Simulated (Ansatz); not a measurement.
## A relaxation, step by step

Si$_{4}$H$_{11}$ClF$_{2}$, closed shell, PBE0-D4/def2-TZVP (Ansatz 0.2.0). Settings:

```yaml
hamiltonian: {xc: pbe0, dispersion: d4}
relax: {f_tol: 0.005, max_steps: 200}
```

Start, a step off a saddle point along its unstable mode:

| atom | x (Å) | y (Å) | z (Å) |
| --- | --- | --- | --- |
| Si1 | 0.0168 | 0.1558 | -0.7078 |
| Si2 | -0.1811 | 0.3393 | 1.9713 |
| Si3 | 1.6125 | -1.3176 | -1.5523 |
| Si4 | -2.0099 | -1.1314 | -0.3966 |
| F5 | -0.6012 | 1.3596 | -1.5447 |
| H6 | 1.0622 | 3.0578 | 0.2088 |
| Cl7 | 0.4405 | 3.9211 | 0.9752 |
| H8 | 0.6327 | 0.7214 | 0.7529 |
| F9 | 1.5860 | 1.3883 | -0.4116 |
| H10 | -1.4746 | 1.0533 | 2.0080 |
| H11 | -0.3887 | -1.1485 | 2.0607 |
| H12 | 0.7987 | 0.8176 | 2.9593 |
| H13 | 0.9356 | -2.4890 | -2.1880 |
| H14 | 2.4215 | -1.8052 | -0.4093 |
| H15 | 2.4325 | -0.5917 | -2.5399 |
| H16 | -2.6040 | -1.2357 | -1.7657 |
| H17 | -1.6414 | -2.5108 | 0.0489 |
| H18 | -3.0379 | -0.5844 | 0.5309 |

```json
{"step": "1", "energy less the last (meV)": "2449.1", "largest force component (eV/Å)": "1.126"}
{"step": "5", "energy less the last (meV)": "939.1", "largest force component (eV/Å)": "0.715"}
{"step": "9", "energy less the last (meV)": "145.2", "largest force component (eV/Å)": "0.207"}
{"step": "13", "energy less the last (meV)": "33.2", "largest force component (eV/Å)": "0.091"}
{"step": "17", "energy less the last (meV)": "24.1", "largest force component (eV/Å)": "0.040"}
{"step": "21", "energy less the last (meV)": "19.9", "largest force component (eV/Å)": "0.077"}
{"step": "25", "energy less the last (meV)": "13.0", "largest force component (eV/Å)": "0.067"}
{"step": "29", "energy less the last (meV)": "10.9", "largest force component (eV/Å)": "0.018"}
{"step": "33", "energy less the last (meV)": "9.2", "largest force component (eV/Å)": "0.142"}
{"step": "37", "energy less the last (meV)": "4.2", "largest force component (eV/Å)": "0.062"}
{"step": "41", "energy less the last (meV)": "1.5", "largest force component (eV/Å)": "0.017"}
{"step": "45", "energy less the last (meV)": "0.7", "largest force component (eV/Å)": "0.032"}
{"step": "49", "energy less the last (meV)": "0.2", "largest force component (eV/Å)": "0.013"}
{"step": "53", "energy less the last (meV)": "0.1", "largest force component (eV/Å)": "0.006"}
{"step": "57", "energy less the last (meV)": "0.0", "largest force component (eV/Å)": "0.007"}
{"step": "58", "energy less the last (meV)": "0.0", "largest force component (eV/Å)": "0.002"}
```

Step 33, positions (Å) and forces (eV/Å):

```tsv
atom	x	y	z	Fx	Fy	Fz
Si1	0.114	0.159	-1.780	-0.014	0.010	0.002
Si2	-0.008	0.148	2.907	-0.040	0.004	-0.063
Si3	1.776	-1.496	-1.956	-0.005	0.012	-0.019
Si4	-1.883	-0.462	-0.701	-0.024	-0.035	0.000
F5	-0.247	0.705	-3.242	0.025	-0.037	0.073
H6	0.288	2.831	0.333	-0.036	0.047	0.063
Cl7	-0.209	3.541	1.285	0.033	-0.048	-0.061
H8	0.750	0.226	1.623	-0.068	-0.011	0.116
F9	0.754	1.425	-1.011	0.022	0.020	-0.018
H10	-1.412	0.599	2.682	0.142	-0.043	0.031
H11	-0.016	-1.271	3.366	0.001	0.081	-0.028
H12	0.653	0.999	3.931	-0.035	-0.036	-0.057
H13	1.195	-2.654	-2.686	0.013	0.001	0.006
H14	2.179	-1.929	-0.591	-0.017	0.020	-0.021
H15	2.956	-0.973	-2.695	-0.015	-0.010	0.013
H16	-2.683	-1.247	-1.681	-0.002	0.013	0.033
H17	-1.559	-1.332	0.464	-0.007	0.037	-0.054
H18	-2.647	0.732	-0.251	0.027	-0.026	-0.015
```

Last step (58):

Si1  (0.100, 0.174, -1.768)
Si2  (0.115, 0.004, 2.706)
Si3  (1.794, -1.450, -1.646)
Si4  (-1.959, -0.319, -0.733)
F5  (-0.179, 0.493, -3.311)
H6  (0.123, 2.847, 0.276)
Cl7  (-0.405, 3.428, 1.293)
H8  (0.534, 0.174, 1.290)
F9  (0.678, 1.556, -1.165)
H10  (-1.315, 0.370, 2.844)
H11  (0.300, -1.423, 3.076)
H12  (0.958, 0.861, 3.573)
H13  (1.282, -2.699, -2.269)
H14  (2.127, -1.715, -0.223)
H15  (3.005, -0.987, -2.373)
H16  (-2.884, -0.859, -1.764)
H17  (-1.739, -1.357, 0.308)
H18  (-2.534, 0.902, -0.115)
(Å)

Time: 2.9 min of wall clock on 4 CPU threads of an AMD EPYC 7R13 and a share of one NVIDIA H100; the host was shared. Peak host memory: 0.99 GiB.
